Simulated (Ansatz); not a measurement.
Reaction (formal exchange of groups at a Ge–Ge bond): `[GeH3][GeH2][GeH2][GeH2][GeH2][GeH3]` + `[AlH2][SiH3]` → `[SiH3][AlH][GeH3]` + `[GeH3][GeH2][GeH2][GeH2][GeH3]`

Calculated with Ansatz (gas phase, PBE0-D4/def2-TZVP geometries, no zero-point term in ΔE). CCSD(T)/CBS is the MP2 limit (def2-TZVPP, def2-QZVPP) plus CCSD(T) − MP2 in def2-TZVPP, frozen cores. This one scheme is used for every species. Functionals use def2-TZVPP. B3LYP here is the variant with VWN-RPA as its local correlation; programs differ in this. For Ge outer-core shells are correlated without core-valence functions, which leaves a few kJ/mol of doubt a bond. Scalar relativity is left out up to krypton. One conformer a species, not always the lowest.

Task: Is it downhill or uphill in electronic energy at CCSD(T)/CBS, and by how much? (Best estimate.)

Result: The calculation gave: Uphill: ΔE = +2.0 kcal/mol.

Task: What do these levels give: B3LYP-D4, r2SCANh-D4, PBE-QIDH, BHLYP, MP2/def2-QZVPP, CCSD/CBS(def2)? (An estimate is asked.)

Result: Computed: B3LYP-D4 2.3, r2SCANh-D4 1.0, PBE-QIDH 1.5, BHLYP 0.3, MP2/def2-QZVPP 3.5, CCSD/CBS(def2) 1.7 kcal/mol.

Largest T1 diagnostic among the species: 0.013.

The D4 term adds +2.7 kcal/mol with B3LYP and +1.6 kcal/mol with PBE0; it sums over pairs of atoms, weighted by their polarisabilities, and B3LYP, whose exchange is more repulsive, gets the larger term. Leaving LDA and LC-ωPBE aside and taking each functional with its dispersion term where it has one, the values, not all of them listed here, spread over 2.0 kcal/mol, from r2SCAN-D4 to BHLYP-D4. LDA lies +1.1 kcal/mol from PBE without D4. From BLYP to BHLYP (50 % exact exchange), in def2-TZVPP and without D4, ΔE moves by +1.2 kcal/mol.
